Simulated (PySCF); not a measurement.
C2H8N2, triplet, at the geometry of the source list (a higher spin typed on purpose: for a closed-shell molecule this is an excited state) (in this run its highest filled SCF level lies above zero, so its values depend strongly on the basis, on diffuse functions most of all); PBE/3-21G (PySCF).

The PySCF input:
```python
from pyscf import gto, scf, dft

mol = gto.Mole()
mol.atom = '''
    N     1.819500    0.328300   -0.228500
    C     0.588700    0.066600    0.496300
    C    -0.529300   -0.287200   -0.484300
    N    -1.745000   -0.605000    0.243500
    H     2.576000    0.527300    0.415600
    H     1.706800    1.135100   -0.834500
    H     0.256200    0.916000    1.120300
    H     0.757800   -0.785600    1.157900
    H    -0.231400   -1.171200   -1.052100
    H    -0.649700    0.546800   -1.199400
    H    -2.481900   -0.877200   -0.396700
    H    -2.067500    0.206100    0.762000
'''
mol.basis = '3-21g'
mol.charge = 0
mol.spin = 2
mol.verbose = 4
mol.build()

mf = dft.UKS(mol)
mf.xc = 'pbe'
mf.init_guess = 'huckel'
mf.kernel()
```

The log (banner, timings and long lists left out):

```
PySCF version 2.14.0

[INPUT] verbose = 4
[INPUT] num. atoms = 12
[INPUT] num. electrons = 34
[INPUT] charge = 0
[INPUT] spin (= nelec alpha-beta = 2S) = 2
[INPUT] symmetry False subgroup None
[INPUT] Mole.unit = angstrom
[INPUT] Symbol           X                Y                Z      unit          X                Y                Z       unit  Magmom
[INPUT]  1 N      1.819500000000   0.328300000000  -0.228500000000 AA    3.438356683646   0.620397086695  -0.431802419463 Bohr   0.0
[INPUT]  2 C      0.588700000000   0.066600000000   0.496300000000 AA    1.112481769531   0.125855759896   0.937871075622 Bohr   0.0
[INPUT]  3 C     -0.529300000000  -0.287200000000  -0.484300000000 AA   -1.000232037732  -0.542729342975  -0.915194362127 Bohr   0.0
[INPUT]  4 N     -1.745000000000  -0.605000000000   0.243500000000 AA   -3.297572087366  -1.143284305362   0.460148311332 Bohr   0.0
[INPUT]  5 H      2.576000000000   0.527300000000   0.415600000000 AA    4.867934496880   0.996452585483   0.785370177369 Bohr   0.0
[INPUT]  6 H      1.706800000000   1.135100000000  -0.834500000000 AA    3.225384549408   2.145028123994  -1.576976450950 Bohr   0.0
[INPUT]  7 H      0.256200000000   0.916000000000   1.120300000000 AA    0.484147833114   1.730989130102   2.117060177350 Bohr   0.0
[INPUT]  8 H      0.757800000000  -0.785600000000   1.157900000000 AA    1.432034457195  -1.484568843458   2.188113879634 Bohr   0.0
[INPUT]  9 H     -0.231400000000  -1.171200000000  -1.052100000000 AA   -0.437282625224  -2.213247237091  -1.988180855655 Bohr   0.0
[INPUT] 10 H     -0.649700000000   0.546800000000  -1.199400000000 AA   -1.227755063130   1.033302244912  -2.266537513803 Bohr   0.0
[INPUT] 11 H     -2.481900000000  -0.877200000000  -0.396700000000 AA   -4.690111268558  -1.657667756468  -0.749654353615 Bohr   0.0
[INPUT] 12 H     -2.067500000000   0.206100000000   0.762000000000 AA   -3.907008762538   0.389472554273   1.439971306919 Bohr   0.0

nuclear repulsion = 132.4374960302
number of shells = 36
number of NR pGTOs = 84
number of NR cGTOs = 52
basis = 3-21g
ecp = {}

******** <class 'pyscf.dft.uks.UKS'> ********
method = UKS
initial guess = huckel
damping factor = 0
level_shift factor = 0
DIIS = <class 'pyscf.scf.diis.CDIIS'>
diis_start_cycle = 1
diis_space = 8
diis_damp = 0
SCF conv_tol = 1e-09
SCF conv_tol_grad = None
SCF max_cycles = 50
direct_scf = True
direct_scf_tol = 1e-13
number electrons alpha = 18  beta = 16
XC library pyscf.dft.libxc version 7.1.2
    S. Lehtola, C. Steigemann, M. J. T. Oliveira, and M. A. L. Marques,  SoftwareX 7, 1–5 (2018)
XC functionals = pbe
    J. P. Perdew, K. Burke, and M. Ernzerhof,  Phys. Rev. Lett. 77, 3865 (1996)
    J. P. Perdew, K. Burke, and M. Ernzerhof,  Phys. Rev. Lett. 78, 1396 (1997)
    J. P. Perdew, K. Burke, and M. Ernzerhof,  Phys. Rev. Lett. 77, 3865 (1996)
    J. P. Perdew, K. Burke, and M. Ernzerhof,  Phys. Rev. Lett. 78, 1396 (1997)
radial grids:
    Treutler-Ahlrichs [JCP 102, 346 (1995); DOI:10.1063/1.469408] (M4) radial grids

becke partition: Becke, JCP 88, 2547 (1988); DOI:10.1063/1.454033
pruning grids: <function nwchem_prune>
grids dens level: 3
symmetrized grids: False
atomic radii adjust function: <function treutler_atomic_radii_adjust>
small_rho_cutoff = 0
Set gradient conv threshold to 3.16228e-05
Initial guess from on-the-fly Huckel, doi:10.1021/acs.jctc.8b01089.
Spherically averaged atomic HF for {'C', 'N', 'H'}

******** <class 'pyscf.scf.atom_hf.AtomSphAverageRHF'> ********
method = AtomSphAverageRHF
initial guess = minao
damping factor = 0
level_shift factor = 0
DIIS = <class 'pyscf.scf.diis.CDIIS'>
diis_start_cycle = 1
diis_space = 8
diis_damp = 0
SCF conv_tol = 1e-09
SCF conv_tol_grad = None
SCF max_cycles = 50
direct_scf = True
direct_scf_tol = 1e-13
atom = N
Set gradient conv threshold to 3.16228e-05
Initial guess from minao.
init E= -53.4607640480641
cycle= 1 E= -53.5297171017881  delta_E= -0.069  |g|=    0  |ddm|= 0.311
cycle= 2 E= -53.5323342519799  delta_E= -0.00262  |g|=    0  |ddm|= 0.101
cycle= 3 E= -53.5325756378769  delta_E= -0.000241  |g|=    0  |ddm|= 0.0209
cycle= 4 E= -53.5325766134711  delta_E= -9.76e-07  |g|=    0  |ddm|= 0.00216
cycle= 5 E= -53.532576613501  delta_E= -3e-11  |g|=    0  |ddm|= 9.31e-06
Extra cycle  E= -53.532576613501  delta_E= 2.84e-14  |g|=    0  |ddm|= 2.08e-08
Atomic HF for atom  N  converged. SCF energy = -53.532576613501

******** <class 'pyscf.scf.atom_hf.AtomSphAverageRHF'> ********
method = AtomSphAverageRHF
initial guess = minao
damping factor = 0
level_shift factor = 0
DIIS = <class 'pyscf.scf.diis.CDIIS'>
diis_start_cycle = 1
diis_space = 8
diis_damp = 0
SCF conv_tol = 1e-09
SCF conv_tol_grad = None
SCF max_cycles = 50
direct_scf = True
direct_scf_tol = 1e-13
atom = C
Set gradient conv threshold to 3.16228e-05
Initial guess from minao.
init E= -37.0511734903473
cycle= 1 E= -37.1138683188025  delta_E= -0.0627  |g|=    0  |ddm|= 0.358
cycle= 2 E= -37.1160998590688  delta_E= -0.00223  |g|=    0  |ddm|= 0.0979
cycle= 3 E= -37.1162418120407  delta_E= -0.000142  |g|=    0  |ddm|= 0.0175
cycle= 4 E= -37.116242134933  delta_E= -3.23e-07  |g|=    0  |ddm|= 0.00152
cycle= 5 E= -37.1162421349399  delta_E= -6.89e-12  |g|=    0  |ddm|= 3.41e-06
Extra cycle  E= -37.1162421349399  delta_E= -1.42e-14  |g|=    0  |ddm|= 2.49e-07
Atomic HF for atom  C  converged. SCF energy = -37.1162421349399

******** 1 electron system ********
Atomic HF for atom  H  converged. SCF energy = -0.496198609380939

tot grids = 134504
init E= -186.718710706856

cycle= 1 E= -185.812543333112  delta_E= 0.906  |g|=  2.5  |ddm|=  5.2

cycle= 2 E= -181.948901917938  delta_E= 3.86  |g|= 2.49  |ddm|= 8.71

cycle= 3 E= -188.264615167366  delta_E= -6.32  |g|=  1.1  |ddm|=  9.9

cycle= 4 E= -188.703582562094  delta_E= -0.439  |g|= 0.675  |ddm|= 6.85

cycle= 5 E= -188.504064765092  delta_E=  0.2  |g|= 0.785  |ddm|= 4.24

cycle= 6 E= -188.769979569239  delta_E= -0.266  |g|= 0.445  |ddm|= 5.82

cycle= 7 E= -188.721011632778  delta_E= 0.049  |g|= 0.484  |ddm|= 5.86

cycle= 8 E= -188.741095811339  delta_E= -0.0201  |g|= 0.435  |ddm|=    6

cycle= 9 E= -188.737098304202  delta_E= 0.004  |g|= 0.44  |ddm|= 0.0496

cycle= 10 E= -188.747880531535  delta_E= -0.0108  |g|= 0.429  |ddm|= 0.152

cycle= 11 E= -188.74564133035  delta_E= 0.00224  |g|= 0.434  |ddm|= 0.268

cycle= 12 E= -188.733820287238  delta_E= 0.0118  |g|= 0.444  |ddm|= 0.197

cycle= 13 E= -188.741798191232  delta_E= -0.00798  |g|= 0.437  |ddm|= 0.121

cycle= 14 E= -188.766862813533  delta_E= -0.0251  |g|= 0.417  |ddm|= 5.82

cycle= 15 E= -188.838201964375  delta_E= -0.0713  |g|= 0.333  |ddm|= 5.66

cycle= 16 E= -188.933656879984  delta_E= -0.0955  |g|= 0.165  |ddm|= 4.37

cycle= 17 E= -188.954012753073  delta_E= -0.0204  |g|= 0.0912  |ddm|= 1.21

cycle= 18 E= -188.85704304239  delta_E= 0.097  |g|= 0.324  |ddm|= 2.15

cycle= 19 E= -188.880117213254  delta_E= -0.0231  |g|= 0.29  |ddm|= 0.238

cycle= 20 E= -188.891696117553  delta_E= -0.0116  |g|= 0.272  |ddm|= 0.22

cycle= 21 E= -188.904324356852  delta_E= -0.0126  |g|= 0.248  |ddm|= 0.205

cycle= 22 E= -188.949191780954  delta_E= -0.0449  |g|= 0.11  |ddm|= 0.986

cycle= 23 E= -188.958665758358  delta_E= -0.00947  |g|= 0.0353  |ddm|= 0.544

cycle= 24 E= -188.957030606  delta_E= 0.00164  |g|= 0.0593  |ddm|= 0.561

cycle= 25 E= -188.959766087663  delta_E= -0.00274  |g|= 0.0033  |ddm|= 0.376

cycle= 26 E= -188.959775903676  delta_E= -9.82e-06  |g|= 0.00173  |ddm|= 0.0409

cycle= 27 E= -188.959778654783  delta_E= -2.75e-06  |g|= 0.000484  |ddm|= 0.0345

cycle= 28 E= -188.959778923459  delta_E= -2.69e-07  |g|= 9.16e-05  |ddm|= 0.00328

cycle= 29 E= -188.95977848668  delta_E= 4.37e-07  |g|= 0.00077  |ddm|= 0.00334

cycle= 30 E= -188.95977887416  delta_E= -3.87e-07  |g|= 0.000262  |ddm|= 0.00277

cycle= 31 E= -188.959778927587  delta_E= -5.34e-08  |g|= 5.74e-05  |ddm|= 0.00109

cycle= 32 E= -188.959778930264  delta_E= -2.68e-09  |g|= 5.8e-06  |ddm|= 0.000326

cycle= 33 E= -188.959778930277  delta_E= -1.26e-11  |g|= 2.84e-06  |ddm|= 2.31e-05

Extra cycle  E= -188.959778921678  delta_E= 8.6e-09  |g|= 0.000107  |ddm|= 0.000421
converged SCF energy = -188.959778921678  <S^2> = 2.0014964  2S+1 = 3.0009974
```
